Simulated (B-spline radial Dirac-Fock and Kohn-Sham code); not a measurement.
What relativity does to the binding energies of Re⁶⁷⁺

System: rhenium as Re⁶⁷⁺ in the configuration [He] 2s2 2p4.

Both columns are ΔSCF binding energies of the configuration average from an atomic code on a B-spline grid: non-relativistic Hartree-Fock with a point nucleus, and Dirac-Fock with a finite nucleus and the Coulomb interaction alone, averaged over the two j levels with weights 2j+1.

```csv
shell,Hartree-Fock (eV),Dirac-Fock (eV),shift (eV),shift (%)
1s,72626.4,78916.8,+6290.34,+8.66
2s,16868.5,18713.5,+1844.98,+10.94
2p,16578.4,17312.9,+734.47,+4.43
```

Relativity binds 1s, 2s, 2p more strongly, among those listed most of all 2s in relative terms.

Values without a named source are computed, but for edge energies of neutral atoms, which are taken from tables.
